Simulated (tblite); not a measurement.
C₆H₁₀NOPS.
Geometry (GFN2-xTB, Å), atoms numbered from 1 in this order:
```xyz
20
C6H10NOPS angstrom
C      3.9250   -0.9251   -0.1540
S      3.4946    0.8099   -0.4675
C      1.7533    0.7282   -0.2728
C      0.9534    1.8148   -0.3911
O     -0.3698    1.5803   -0.2196
C     -0.6019    0.2870    0.0301
N     -1.9007   -0.1066    0.1355
C     -2.1468   -1.4341    0.6365
C     -2.9345    0.8765    0.3570
P      0.7966   -0.7403    0.0984
H      5.0022   -1.0050   -0.2590
H      3.4230   -1.5545   -0.8844
H      3.6199   -1.1941    0.8541
H      1.2248    2.8328   -0.5949
H     -3.1838   -1.7004    0.4388
H     -1.9544   -1.5100    1.7132
H     -1.4914   -2.1361    0.1190
H     -3.0737    1.0855    1.4240
H     -3.8725    0.5020   -0.0537
H     -2.6685    1.7999   -0.1515
```

Level: GFN2-xTB in tblite, geometry and Hessian alike; calculated harmonic values, unscaled, isolated species. The method is semi-empirical: single wavenumbers can be off by several per cent or more. One conformer, not necessarily the lowest.

Harmonic wavenumbers (cm⁻¹): 36.7, 69.4, 79.6, 110.6, 125.2, 138.3, 163.0, 202.2, 212.7, 293.5, 319.5, 324.9, 419.9, 443.6, 459.8, 515.5, 581.4, 697.6, 707.6, 723.7, 732.6, 945.3, 945.4, 965.9, 1002.8, 1046.3, 1084.1, 1098.2, 1114.9, 1149.5, 1187.2, 1230.0, 1289.4, 1312.0, 1404.2, 1405.8, 1435.7, 1437.7, 1444.8, 1463.6, 1469.0, 1476.3, 1489.7, 1532.5, 2912.1, 2918.5, 2992.2, 3000.9, 3015.0, 3017.8, 3020.7, 3049.3, 3057.9, 3150.3.

A = 2550, B = 558.0, C = 462.5 MHz; mass 175.022 u (most abundant isotopes); point group C1, symmetry number 1.

Zero-point energy?

½Σν̃ = 33211 cm⁻¹ = 94.96 kcal/mol.

What is S at 350 K and 1 bar for an ideal gas of classical rigid rotors and harmonic oscillators?

Translation 42.21, rotation 31.05, vibration 45.32: S = 118.6 cal/(mol K).

And Cp and H(350 K) − H(0)?

Cp = 49.62 cal/(mol K), of which vibrations give 41.67 (their classical limit is 54 R = 107.3); H(350 K) − H(0) = 10.75 kcal/mol without the zero-point energy, 7.97 from vibrations.

Blend soft modes into free rotors: weight 1/[1 + (100 cm⁻¹/ν̃)⁴] for the oscillator and the rest for a rotor with moment μB/(μ + B), μ = h/(8π²ν), B = 10⁻⁴⁴ kg m². What vibrational entropy results?

41.47 cal/(mol K) in place of 45.32, which changes −T·S at 350 K by +1.35 kcal/mol.

What must be added to the electronic energy to get the Gibbs energy at 350 K and 1 bar?

ZPE + [H(350 K) − H(0)] − T·S = 94.96 + 10.75 − 41.50 = 64.21 kcal/mol.

Which modes carry the vibrational entropy at 350 K?

36.7 cm⁻¹: 5.75; 69.4 cm⁻¹: 4.49; 79.6 cm⁻¹: 4.22; 110.6 cm⁻¹: 3.57; 125.2 cm⁻¹: 3.33; 138.3 cm⁻¹: 3.14 cal/(mol K); the other 48 give 20.84 together.

How do the functions run with temperature in this model?

```tsv
T (K)	S (cal/(mol K))	Cp (cal/(mol K))	H − H(0) (kcal/mol)	G − H(0) (kcal/mol)	ln q(vib)
100	75.7	23.3	1.53	-6.04	2.53
200	95.4	34.4	4.44	-14.65	6.22
300	111.3	44.6	8.39	-25.00	9.69
500	138.6	62.9	19.23	-50.07	16.10
800	172.4	80.7	41.02	-96.91	24.79
1000	191.3	88.4	57.98	-133.32	30.02
```

q(vib) and H(0) count from the zero-point level.

Hindered rotation and anharmonicity are outside this model. Other conformers, if any are populated, would add a mixing term that is left out. The structure is chiral; the term R ln 2 for an equal mix with its mirror image is left out.
